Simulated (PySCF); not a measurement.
# How methods differ on the interval between two levels of Ir³⁺

Ir³⁺ [Xe] 4f14 5d6 [5D4, M_J = 4] → Ir³⁺ [Xe] 4f14 5d5 6p1 [7P4, M_J = 4], as a difference of total energies. Calculation: PySCF 2.14, in x2c-TZVPall-2c (11s11p10d2f, 108 functions); the two-component X2C-1e Hamiltonian. Correlated levels: [Kr] 4d10 4f14 frozen; the 34 highest virtual spinors dropped. "Screened" scales the spin-orbit matrix elements by Boettger's factors to mimic the two-electron term; Breit and QED terms are absent.

```
                    method  interval between two levels (cm⁻¹)
 GHF (screened spin-orbit)                              105720
GMP2 (screened spin-orbit)                              108360
```

The labels give the starting determinants; with spin-orbit coupling the two ends relaxed to ⟨J²⟩ = 20.04, ⟨L²⟩ = 6.87, ⟨S²⟩ = 5.70 and ⟨J²⟩ = 20.00, ⟨L²⟩ = 2.52, ⟨S²⟩ = 11.60.
